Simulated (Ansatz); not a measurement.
Cost and result for the atomization energy of `O=C[O][SnH3]` (8 atoms, 7 bonds).

Total charge 0; spin multiplicity 1. Correlated methods include outer-core shells of Sn, which these sets cover unevenly. Sn: def2 effective core potential. All single points use the PBE0-D4/def2-TZVP geometry. It is one conformer, not always the lowest. Program: Ansatz. All runs use 2 threads of an Arm Neoverse V1 on a shared host. Times are those of one run each, without the atoms' runs, and a repeat can differ threefold. Electronic energies, without spin–orbit coupling; frozen cores. CCSD(T)/CBS adds CCSD(T) − MP2 in def2-TZVPP to the MP2 limit, and its time is that of the two runs behind it. T1 = 0.017. With those shells the extrapolation isn't a true limit. B3LYP takes the VWN-RPA correlation (the form of Gaussian; ORCA's B3LYP/G). HSE06 is the plane-wave form, built on full-range PBE exchange.

CCSD(T)/CBS is a level of theory with its own doubt, some kJ/mol a heavy atom from the limit and from the frozen cores, so smaller differences don't rank the functionals.

```
                             level  functions  wall time
              revPBE-D4/def2-TZVPP        199      2.7 s
                BLYP-D4/def2-TZVPP        199        3 s
   PBE-D4/def2-TZVPP (with forces)        199      3.9 s
               HSE06-D4/def2-TZVPP        199      3.9 s
               BHLYP-D4/def2-TZVPP        199        4 s
 B3LYP-D4/def2-TZVPP (with forces)        199        6 s
                  CCSD(T)/def2-SVP         88      6.5 s
r2SCAN-D4/def2-TZVPP (with forces)        199        7 s
                 B2PLYP/def2-TZVPP        199        7 s
  ωB97M-V/def2-TZVPP (with forces)        199       16 s
                    MP2/def2-QZVPP        373       22 s
                CCSD(T)/def2-TZVPP        199    2.8 min
                 CCSD(T)/CBS(def2)          –    3.1 min
```

Task: What atomization energy does each give, and how far from CCSD(T)/CBS? (An estimate is asked.)

Result: The calculation gave: 
```json
{"level": "revPBE-D4/def2-TZVPP", "atomization (kJ/mol)": "2743.0", "difference from CCSD(T)/CBS": "-30.5", "per bond": "-4.4"}
{"level": "BLYP-D4/def2-TZVPP", "atomization (kJ/mol)": "2770.8", "difference from CCSD(T)/CBS": "-2.7", "per bond": "-0.4"}
{"level": "PBE-D4/def2-TZVPP (with forces)", "atomization (kJ/mol)": "2831.6", "difference from CCSD(T)/CBS": "58.1", "per bond": "8.3"}
{"level": "HSE06-D4/def2-TZVPP", "atomization (kJ/mol)": "2738.9", "difference from CCSD(T)/CBS": "-34.6", "per bond": "-4.9"}
{"level": "BHLYP-D4/def2-TZVPP", "atomization (kJ/mol)": "2619.0", "difference from CCSD(T)/CBS": "-154.5", "per bond": "-22.1"}
{"level": "B3LYP-D4/def2-TZVPP (with forces)", "atomization (kJ/mol)": "2744.9", "difference from CCSD(T)/CBS": "-28.6", "per bond": "-4.1"}
{"level": "CCSD(T)/def2-SVP", "atomization (kJ/mol)": "2590.6", "difference from CCSD(T)/CBS": "-182.9", "per bond": "-26.1"}
{"level": "r2SCAN-D4/def2-TZVPP (with forces)", "atomization (kJ/mol)": "2768.8", "difference from CCSD(T)/CBS": "-4.7", "per bond": "-0.7"}
{"level": "B2PLYP/def2-TZVPP", "atomization (kJ/mol)": "2721.3", "difference from CCSD(T)/CBS": "-52.2", "per bond": "-7.5"}
{"level": "ωB97M-V/def2-TZVPP (with forces)", "atomization (kJ/mol)": "2763.2", "difference from CCSD(T)/CBS": "-10.3", "per bond": "-1.5"}
{"level": "MP2/def2-QZVPP", "atomization (kJ/mol)": "2787.0", "difference from CCSD(T)/CBS": "13.5", "per bond": "1.9"}
{"level": "CCSD(T)/def2-TZVPP", "atomization (kJ/mol)": "2690.8", "difference from CCSD(T)/CBS": "-82.7", "per bond": "-11.8"}
{"level": "CCSD(T)/CBS(def2)", "atomization (kJ/mol)": "2773.5", "difference from CCSD(T)/CBS": "0.0", "per bond": "0.0"}
```

From BLYP to BHLYP (50 % exact exchange), in def2-TZVPP and without D4, the atomization energy moves by −138.1 kJ/mol: exact exchange takes away binding that semilocal exchange gives to molecules. In def2-TZVPP, CCSD(T) changes the Hartree–Fock value by +850.2 kJ/mol (the triples alone add +60.3 kJ/mol) and MP2 by +896.8 kJ/mol; breaking electron pairs costs correlation energy, which Hartree–Fock lacks. At CCSD(T), def2-SVP lies −182.9 kJ/mol from the extrapolated value and def2-TZVPP −82.7 kJ/mol: correlation converges slowly with the basis, and small sets miss more of it in the bonded molecule than in its fragments.

Spin–orbit coupling would lower the free Sn atoms strongly, and the atomization energy with them, by more than many differences here. For some Ge, Se and Sn compounds the MP2-based and the directly extrapolated limit differ by 10 to 25 kJ/mol.
